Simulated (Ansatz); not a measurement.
Total energies of 1,3,5-triphenylbenzene, `c1ccc(-c2cc(-c3ccccc3)cc(-c3ccccc3)c2)cc1` from Ansatz at PBE0-D4/def2-TZVP, gas phase (1 Eh = 27.2114 eV = 2625.5 kJ/mol). The reference geometry is relaxed at PBE-D4/def2-SVP.

```
                state                    geometry  energy (Eh)
     charge 0 singlet                   reference   -924.66869
     charge 1 doublet                   reference   -924.38725
     charge 1 doublet  relaxed at PBE-D4/def2-SVP   -924.38975
    charge -1 doublet                   reference   -924.67361
    charge -1 doublet  relaxed at PBE-D4/def2-SVP   -924.67704
free C atom (triplet)                           –    -37.80537
free H atom (doublet)                           –     -0.50104
```

Single mean-field runs in def2-TZVP are fitted with def2-universal-jkfit.

Work out the vertical ionisation energy to the doublet.

E(charge 1 doublet) − E(charge 0 singlet) = -924.38725 − (-924.66869) = 0.28144 Eh = 7.66 eV. For comparison, −ε of the highest occupied level is 6.46 eV at this level, 1.20 eV less.

Work out the vertical electron affinity, to the doublet.

E(charge 0 singlet) − E(charge -1 doublet) = -924.66869 − (-924.67361) = 0.00492 Eh = 0.13 eV. The basis lacks diffuse functions, which makes affinities too small.

Give the fundamental gap IE − EA, the Mulliken electronegativity (IE + EA)/2 and the hardness (IE − EA)/2.

From the values in Eh: IE − EA = 0.28144 − 0.00492 = 0.27652 Eh = 7.52 eV; (IE + EA)/2 = 3.90 eV; (IE − EA)/2 = 3.76 eV. The HOMO–LUMO gap of the same run is 5.23 eV, 2.29 eV smaller than the fundamental gap.

How much does the charge 1 doublet relax, and what is the adiabatic ionisation energy?

Relaxation: -924.38725 − (-924.38975) = 0.00250 Eh = 0.07 eV. Adiabatic ionisation energy: 0.27894 Eh = 7.59 eV, without zero-point energy. 

How much does the charge -1 doublet relax, and what is the adiabatic electron affinity?

Relaxation: -924.67361 − (-924.67704) = 0.00343 Eh = 0.09 eV. Adiabatic electron affinity: 0.00835 Eh = 0.23 eV, without zero-point energy. 

What is the binding energy per atom against free atoms?

Atoms: 24 × (-37.80537) + 18 × (-0.50104) = -916.34760 Eh. Binding: -916.34760 − (-924.66869) = 8.32109 Eh = 226.43 eV, or 5.39 eV for each of 42 atoms (no zero-point energy, no counterpoise term).

At PBE0-D4/def2-TZVP the highest occupied level of the charge -1 doublet lies above zero (up to 1.04 eV). By energy differences its removal costs 0.13 eV (vertical, to the charge 0 singlet, at PBE0-D4/def2-TZVP); self-interaction error and the lack of diffuse functions both raise the level. At PBE0-D4/def2-TZVP the highest occupied level of the relaxed charge -1 doublet lies above zero (up to 0.65 eV). By energy differences its removal costs 0.23 eV (each at its own geometry, to the charge 0 singlet, at PBE0-D4/def2-TZVP); self-interaction error and the lack of diffuse functions both raise the level.
